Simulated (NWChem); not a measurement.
# Total energies of HSi (+1)

```xyz
2

Si     0.0000     0.0000     0.1028
H      0.0000     0.0000    -1.4391
```
Charge +1, spin multiplicity 1.

Everything below was run with NWChem. All single points use one geometry, from PBE/def2-SVP, a minimum by its harmonic frequencies.

Basis set: def2-SVP (23 functions).

```csv
method,total energy (Ha)
RHF,-289.05831
MP2,-289.11649
B2PLYP,-289.47540
PBE,-289.44088
B3LYP,-289.61857
LDA (SVWN5),-288.41636
CCSD(T),-289.14117
```

Total energies of different functionals aren't comparable as a measure of quality: only differences taken within one method are. 

The correlated methods keep 5 core orbitals frozen. B3LYP has NWChem's definition, with VWN1-RPA local correlation. The structure started from a generated list of species. No row is a measurement; the coupled-cluster row has its own basis-set and correlation limits.
